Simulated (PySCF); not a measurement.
Induced dipoles and field energies

Species: cyclo-(GeF2)3.
Cartesian coordinates in Å at the PBE0-D3(BJ)/def2-SVP level; atoms count from 1:
```xyz
9
Ge3F6 angstrom
Ge    -1.569    0.200    0.441
F     -2.392   -1.194    1.075
F     -1.948    1.374    1.666
Ge     0.469    0.244   -1.596
F      0.225    1.836   -2.253
F     -0.306   -0.716   -2.821
Ge     1.157   -0.460    1.136
F      2.498    0.608    1.424
F      1.998   -1.963    0.902
```

Level: CAM-B3LYP/def2-SVPD (PySCF); nuclei fixed, core orbitals frozen in the response. Permanent dipole (0.039, 0.015, 0.025) D (1 au = 2.5417 D). Static polarisability (au):

```
x   108.58  -5.57  -1.03
y    -5.57  80.09  -6.20
z    -1.03  -6.20 108.65
```

Only the terms in μ and α are kept: μ(F) = μ + αF and ΔE = −μ·F − ½ F·αF.

Question: What do fields of 0.051 V/Å (0.001 au) along the six axis directions do?

Answer: 
```
field along  induced x (D)  induced y (D)  induced z (D)  total size (D)  −μ·F (kJ/mol)  −½F·αF (kJ/mol)
         +x          0.276         -0.014         -0.003           0.316         -0.040           -0.143
         −x         -0.276          0.014          0.003           0.240         +0.040           -0.143
         +y         -0.014          0.204         -0.016           0.220         -0.015           -0.105
         −y          0.014         -0.204          0.016           0.200         +0.015           -0.105
         +z         -0.003         -0.016          0.276           0.303         -0.026           -0.143
         −z          0.003          0.016         -0.276           0.256         +0.026           -0.143
```

Question: For the field (0.0000, 0.0004, 0.0009) au, what is the induced dipole, and what angle does it make with the field?

Answer: αF = (-0.008, 0.067, 0.242) D, at 8.6° to the field. The polarisability along this direction, F·αF/F², is 99.34 au, against a mean of 99.11 au.

Question: A unit point charge sits 6 Å away. Estimate the induction energy −αe²/2R⁴ with the mean polarisability, treating the molecule as a point.

Answer: R = 11.34 bohr, so the energy is −99.1/(2 × 11.34⁴) Eh = -7.87 kJ/mol.

One conformer (not necessarily the lowest) at the PBE0-D3(BJ)/def2-SVP geometry, without solvent, vibrations or thermal averaging. The calculation is non-relativistic, for germanium too.

These values come from a run that also computed excited states. Time: 2.0 min wall (grids of density and orbitals included); peak memory 1.4 GiB. Hardware: an Arm Neoverse V2 with one thread, on a shared host.
